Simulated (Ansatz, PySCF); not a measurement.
This triplet lies 0.15 eV below the relaxed singlet at the level frozen-core CCSD(T)/cc-pVTZ // PBE0-D3(BJ)/def2-TZVP (Ansatz, a program for electronic structure).

CH3FSi, SMILES `F[C][SiH3]` (lower triplet) (charge 0, multiplicity 3)

Computed with PySCF with PBE0-D3(BJ)/def2-TZVP.

```
Property                                                Value
-----------------------------  ------------------------------
highest occupied spin orbital                        -6.53 eV
dipole moment                                          0.89 D
total energy                                     -11671.10 eV
cost                           around 60 core-seconds (rough)
```

```xyz
6

F      2.3385     0.0653     0.1427
C      1.2275    -0.1870    -0.4946
Si    -0.5379    -0.0001     0.0053
H     -0.8513    -0.8358     1.1968
H     -1.3146    -0.4613    -1.1672
H     -0.8621     1.4190     0.3169
```
Charge 0, spin multiplicity 3.
